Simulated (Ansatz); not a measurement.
Start from `ClB1[SiH2]S1` and change one element to get `ClB1O[SiH2]1`.

Ansatz, PBE0-D4/def2-TZVP geometries, multiplicity 1. 

| property | `ClB1[SiH2]S1` |
| --- | --- |
| vertical ionisation energy (CCSD(T)/CBS(def2)) / eV | 9.53 |
| zero-point energy (PBE0-D4/def2-TZVP) / kJ/mol | 62.7 |
| LUMO energy (PBE0/def2-TZVPP) / eV | -1.75 |
| HOMO–LUMO gap (PBE/def2-TZVPP) / eV | 3.58 |
| HOMO–LUMO gap (ωB97M-V/def2-TZVPP) / eV | 9.65 |
| HOMO energy (PBE0/def2-TZVPP) / eV | -7.31 |

Question: Give the same properties after the change, and the shifts. (An estimate is asked.)

Answer: Computed: 
```
                                           property  `ClB1O[SiH2]1`  shift
vertical ionisation energy (CCSD(T)/CBS(def2)) / eV            9.77   0.24
     zero-point energy (PBE0-D4/def2-TZVP) / kJ/mol            68.2    5.5
                 LUMO energy (PBE0/def2-TZVPP) / eV           -1.10   0.65
                HOMO–LUMO gap (PBE/def2-TZVPP) / eV            4.28   0.70
            HOMO–LUMO gap (ωB97M-V/def2-TZVPP) / eV           10.19   0.54
                 HOMO energy (PBE0/def2-TZVPP) / eV           -7.39  -0.08
```

With PBE0 the HOMO falls by 0.08 eV and the LUMO rises by 0.65 eV, so the gap widens by about 0.73 eV. PBE moves the HOMO by -0.01 eV and ωB97M-V by -0.18 eV.
